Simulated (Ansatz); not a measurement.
Input file:

```yaml
crystal:
  periodic: [false, false, false]
  atoms:
    - { symbol: O, position_ang: [2.015955, -1.077214, 1.235087] }
    - { symbol: Se, position_ang: [0.609065, -1.64279, 0.352235] }
    - { symbol: Si, position_ang: [-0.437917, 0.300653, -0.267228] }
    - { symbol: H, position_ang: [-1.691173, 0.013772, -1.050276] }
    - { symbol: H, position_ang: [0.373492, 1.218663, -1.135302] }
    - { symbol: H, position_ang: [-0.869412, 1.186916, 0.865485] }
total_charge: -1
basis:
  gaussian: { orbitals: def2-mTZVP }
hamiltonian:
  xc: b3lyp
  dispersion: d4
neb:
  order_check: false
  images: 5
  f_tol: 0.03
  max_iterations: 60
  initial_path: idpp
  final_atoms:
    - { symbol: O, position_ang: [1.02723395, -1.8492937, 1.49545596] }
    - { symbol: Se, position_ang: [1.53637013, -0.90998887, 0.10378196] }
    - { symbol: Si, position_ang: [-0.28363808, 0.42013201, -0.30857445] }
    - { symbol: H, position_ang: [-1.55547655, -0.31546257, -0.61537523] }
    - { symbol: H, position_ang: [-0.04763113, 1.3212425, -1.49109236] }
    - { symbol: H, position_ang: [-0.67684832, 1.33337063, 0.81580513] }
```

Run as:

```bash
$ ansatz run input.yaml --threads 1 --pin off --max-ram 2048MiB --backend cpu --events-out ev --progress --plain --runs-dir out
```

Hardware: 1 thread of Arm Neoverse V2 (shared host).

Task: Roughly how long does this run take, and how much memory?

Result: 2 min, with a peak of 0.18 GiB, for 6 band iterations.
